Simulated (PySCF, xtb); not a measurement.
C3H7NSi, SMILES C=C=CN[SiH3]. One conformer was computed; it need not be the lowest.

Harmonic wavenumbers (cm⁻¹) from xtb with GFN2-xTB at its own minimum, in rising order: 93, 104, 146, 225, 246, 265, 550, 558, 584, 663, 754, 778, 810, 825, 845, 869, 996, 1049, 1223, 1324, 1358, 1468, 2082, 2221, 2245, 2261, 3011, 3035, 3040, 3486.

What does ωB97X-D3(BJ)/def2-SVP (PySCF 2.14.0) give at its own minimum? (The exact figures need the calculation; the answer reports its results.)

110, 127, 159, 224, 277, 286, 615, 633, 723, 733, 827, 912, 935, 947, 963, 995, 1023, 1037, 1217, 1379, 1416, 1520, 2111, 2250, 2261, 2267, 3134, 3191, 3222, 3697. Paired by order, the mean absolute difference is 70 cm⁻¹ and the zero-point energies are 53.1 and 56.0 kcal/mol.
